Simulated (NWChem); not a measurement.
System: CClF2 cation

NWChem input:

```
start job
memory heap 200 mb stack 900 mb global 1100 mb
charge 1
geometry units angstroms noautoz
  F     -0.000289     1.047459    -1.067724
  C      0.001959     0.381208     0.000000
  F     -0.000289     1.047459     1.067724
  Cl    -0.000047    -1.248074     0.000000
end
basis spherical
  F library 6-31g*
  C library 6-31g*
  Cl library 6-31g*
end
dft
  xc xcamb88 1.00 lyp 1.0 hfexch 1.00
  cam 0.33 cam_alpha 0.0 cam_beta 1.0
  iterations 150
  mulliken
end
task dft energy
```

Output (shortened):

```
             Northwest Computational Chemistry Package (NWChem) 7.3.0
             --------------------------------------------------------

 C2V symmetry detected

                             Geometry "geometry" -> ""
                             -------------------------

 Output coordinates in angstroms (scale by  1.889725989 to convert to a.u.)

  No.       Tag          Charge          X              Y              Z
 ---- ---------------- ---------- -------------- -------------- --------------
    1 F                    9.0000     0.00000000    -1.06772400    -1.04930651
    2 C                    6.0000     0.00000000     0.00000000    -0.38305550
    3 F                    9.0000     0.00000000     1.06772400    -1.04930651
    4 Cl                  17.0000     0.00000000     0.00000000     1.24622649

 Effective nuclear repulsion energy (a.u.)     162.5719658483

      Symmetry information
      --------------------

 Group name             C2v
 Group number             16
 Group order               4
 No. of unique centers     3

                                 NWChem DFT Module
                                 -----------------

 Summary of "ao basis" -> "ao basis" (spherical)
 ------------------------------------------------------------------------------
       Tag                 Description            Shells   Functions and Types
 ---------------- ------------------------------  ------  ---------------------
 F                           6-31g*                  6       14   3s2p1d
 C                           6-31g*                  6       14   3s2p1d
 Cl                          6-31g*                  8       18   4s3p1d

      Symmetry analysis of basis
      --------------------------

        a1         26
        a2          6
        b1         11
        b2         17

            General Information
            -------------------
          SCF calculation type: DFT
          Wavefunction type:  closed shell.
          No. of atoms     :     4
          No. of electrons :    40
           Alpha electrons :    20
            Beta electrons :    20
          Charge           :     1
          Spin multiplicity:     1
          Use of symmetry is: on ; symmetry adaption is: on
          Maximum number of iterations: 150
          AO basis - number of functions:    60
                     number of shells:    26
          Convergence on energy requested:  1.00D-06
          Convergence on density requested:  1.00D-05
          Convergence on gradient requested:  5.00D-04

              XC Information
              --------------
                     Hartree-Fock (Exact) Exchange  1.000
                   CAM-Becke88 Exchange Functional  1.000
              Lee-Yang-Parr Correlation Functional  1.000

           Range-Separation Parameters
           ---------------------------
           Alpha           :  0.00
           Beta            :  1.00
           Gamma           :  0.33
           Short-Range HF  :     F

             Grid Information
             ----------------
          Grid used for XC integration:  medium
          Radial quadrature: Mura-Knowles
          Angular quadrature: Lebedev.
          Tag              B.-S. Rad. Rad. Pts. Rad. Cut. Ang. Pts.
          ---              ---------- --------- --------- ---------
          F                   0.50       49           8.0       434
          C                   0.70       49           7.0       434
          Cl                  1.00       88           7.0       590
          Grid pruning is: on
          Number of quadrature shells:   186
          Spatial weights used:  Erf1

      Superposition of Atomic Density Guess
      -------------------------------------

 Sum of atomic energies:        -695.85550091

 Renormalizing density from      41.00 to     40

      Non-variational initial energy
      ------------------------------

 Total energy =    -686.424261
 1-e energy   =   -1256.409999
 2-e energy   =     407.413772
 HOMO         =      -0.821021
 LUMO         =      -0.332762

      Symmetry analysis of molecular orbitals - initial
      -------------------------------------------------

  Numbering of irreducible representations:

     1 a1          2 a2          3 b1          4 b2

  Orbital symmetries:

     1 a1          2 a1          3 b2          4 a1          5 a1
     6 a1          7 b2          8 b1          9 a1         10 b2
    11 a1         12 a1         13 b2         14 a1         15 b1
    16 a2         17 b2         18 a1         19 b1         20 b2
    21 b1         22 a1         23 a1         24 b2         25 a1
    26 b2         27 b1         28 a1         29 a1         30 b1

     ---------------------------------------------
      Total Density - Mulliken Population Analysis
     ---------------------------------------------

    Atom       Charge   Shell Charges
 -----------   ------   -------------------------------------------------------
    1 F    9     9.31   2.00  0.99  3.51  0.95  1.85  0.01
    2 C    6     4.42   2.00  0.61  1.11  0.30  0.27  0.13
    3 F    9     9.31   2.00  0.99  3.51  0.95  1.85  0.01
    4 Cl  17    16.95   2.00  2.00  6.00  1.52  3.96  0.39  1.06  0.03

   convergence    iter        energy       DeltaE   RMS-Dens  Diis-err
 ---------------- ----- ----------------- --------- --------- ---------
 d= 0,ls=0.0,diis     1   -696.7142385099 -8.59D+02  2.64D-02  2.69D+00
 d= 0,ls=0.0,diis     2   -696.6257753073  8.85D-02  1.38D-02  4.05D+00
 d= 0,ls=0.0,diis     3   -696.9635783557 -3.38D-01  1.63D-03  1.30D-02
 d= 0,ls=0.0,diis     4   -696.9645194052 -9.41D-04  7.57D-04  5.00D-03
 d= 0,ls=0.0,diis     5   -696.9650066711 -4.87D-04  1.56D-04  1.06D-04
  Resetting Diis
 d= 0,ls=0.0,diis     6   -696.9650237724 -1.71D-05  4.00D-05  4.58D-06
 d= 0,ls=0.0,diis     7   -696.9650246987 -9.26D-07  7.63D-06  1.40D-07

         Total DFT energy =     -696.965024698739
      One electron energy =    -1274.678485258166
           Coulomb energy =      468.729834212866
    Exchange-Corr. energy =      -53.588339501784
 Nuclear repulsion energy =      162.571965848345

 Numeric. integr. density =       39.999998902097

                  Occupations of the irreducible representations
                  ----------------------------------------------

                     irrep           alpha         beta
                     --------     --------     --------
                     a1               10.0         10.0
                     a2                1.0          1.0
                     b1                3.0          3.0
                     b2                6.0          6.0

                       DFT Final Molecular Orbital Analysis
                       ------------------------------------

 Vector   18  Occ=2.000000D+00  E=-8.456578D-01  Symmetry=a1
              MO Center= -5.9D-16, -3.3D-14, -2.3D-01, r^2= 2.5D+00
   Bfn.  Coefficient  Atom+Function         Bfn.  Coefficient  Atom+Function
  ----- ------------  ---------------      ----- ------------  ---------------
    51      0.432393  4 Cl pz                 5      0.387498  1 F  pz
    33      0.387498  3 F  pz                 9      0.246357  1 F  pz
    37      0.246357  3 F  pz                19     -0.214811  2 C  pz
    47     -0.167754  4 Cl pz                20     -0.144421  2 C  s
    52      0.122533  4 Cl s                 48      0.112271  4 Cl s

 Vector   19  Occ=2.000000D+00  E=-7.517837D-01  Symmetry=b1
              MO Center=  5.6D-16, -5.3D-15,  8.6D-01, r^2= 1.7D+00
   Bfn.  Coefficient  Atom+Function         Bfn.  Coefficient  Atom+Function
  ----- ------------  ---------------      ----- ------------  ---------------
    49      0.711228  4 Cl px                53      0.294293  4 Cl px
    45     -0.273619  4 Cl px                 3     -0.183294  1 F  px
    31     -0.183294  3 F  px                 7     -0.133779  1 F  px
    17      0.133622  2 C  px                35     -0.133779  3 F  px
    21      0.069919  2 C  px                59      0.042003  4 Cl d  1

 Vector   20  Occ=2.000000D+00  E=-7.341310D-01  Symmetry=b2
              MO Center= -1.5D-16, -1.3D-15,  1.0D+00, r^2= 1.5D+00
   Bfn.  Coefficient  Atom+Function         Bfn.  Coefficient  Atom+Function
  ----- ------------  ---------------      ----- ------------  ---------------
    50      0.757735  4 Cl py                54      0.301374  4 Cl py
    46     -0.289980  4 Cl py                 5      0.159657  1 F  pz
    33     -0.159657  3 F  pz                 9      0.109753  1 F  pz
    37     -0.109753  3 F  pz                22      0.087290  2 C  py
     6      0.054116  1 F  s                 34     -0.054116  3 F  s

 Vector   21  Occ=0.000000D+00  E=-2.933707D-01  Symmetry=b1
              MO Center= -3.6D-16,  1.9D-15, -2.2D-01, r^2= 1.7D+00
   Bfn.  Coefficient  Atom+Function         Bfn.  Coefficient  Atom+Function
  ----- ------------  ---------------      ----- ------------  ---------------
    17      0.656691  2 C  px                21      0.434966  2 C  px
    49     -0.329246  4 Cl px                 3     -0.280947  1 F  px
    31     -0.280947  3 F  px                53     -0.239549  4 Cl px
     7     -0.237678  1 F  px                35     -0.237678  3 F  px
    45      0.122192  4 Cl px                59      0.075102  4 Cl d  1

 Vector   22  Occ=0.000000D+00  E=-1.590507D-01  Symmetry=a1
              MO Center= -7.4D-18,  1.1D-16,  7.2D-01, r^2= 2.1D+00
   Bfn.  Coefficient  Atom+Function         Bfn.  Coefficient  Atom+Function
  ----- ------------  ---------------      ----- ------------  ---------------
    20      1.535511  2 C  s                 55      0.882287  4 Cl pz
    52     -0.690214  4 Cl s                 51      0.545040  4 Cl pz
    23      0.323793  2 C  pz                16      0.317548  2 C  s
    19      0.287807  2 C  pz                 6     -0.268633  1 F  s
    34     -0.268633  3 F  s                 48     -0.255107  4 Cl s

[...]
```

Level: LC-BLYP (range parameter 0.33 per bohr)/6-31G* (spherical d). Coordinates come from a B3LYP/6-31G* (spherical d) optimisation.
